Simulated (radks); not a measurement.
Species: Pb63+. Configuration: [Ne] 3p6 3d3 (not the ground configuration).

Calculated with a radial shooting solver on a logarithmic mesh with Libxc functionals: Dirac Kohn-Sham, PBEsol, spin-unpolarised, spherical densities, finite nucleus; open shells fill j = l - 1/2 first; Fermi nuclear charge, rms radius 5.5012 fm.

Energy parts (hartree):
part                       energy
total                 -16528.4895
kinetic                19707.2186
electron-nucleus      -37877.5476
Hartree                 1848.0679
exchange-correlation    -206.2283

Orbitals (lengths in bohr, moments of r in powers of bohr; r(90%) holds 90 % of the orbital's charge):
| orbital | occ. | eigenvalue (hartree) | r(90%) | small-component weight |
|---|---|---|---|---|
| 1s1/2 | 2 | -3409.976 | 0.0294 | 9.78e-02 |
| 2s1/2 | 2 | -751.0071 | 0.104 | 2.29e-02 |
| 2p1/2 | 2 | -730.1455 | 0.0909 | 2.29e-02 |
| 2p3/2 | 4 | -648.4393 | 0.102 | 2.02e-02 |
| 3s1/2 | 0 | -291.5599 | 0.240 | 8.67e-03 |
| 3p1/2 | 2 | -283.3650 | 0.231 | 8.59e-03 |
| 3p3/2 | 4 | -262.3450 | 0.249 | 7.89e-03 |
| 3d3/2 | 3 | -250.7527 | 0.220 | 7.67e-03 |
| 3d5/2 | 0 | -246.0037 | 0.225 | 7.48e-03 |
| 4p1/2 | 0 | -148.7979 | 0.434 | 4.33e-03 |
| 4p3/2 | 0 | -140.7337 | 0.458 | 4.07e-03 |

The highest occupied level is 3d3/2 at -6823.3 eV. The configuration is held as typed, so some empty levels lie below it. Summed over all electrons, <r^2> = 0.2946 bohr^2, which gives a Langevin (diamagnetic) susceptibility term of -0.233 x 10^-6 cm^3/mol. The electron density at the nucleus is 2.633e+06 e/bohr^3. The density falls to 0.001 e/bohr^3 at r = 0.53 bohr.
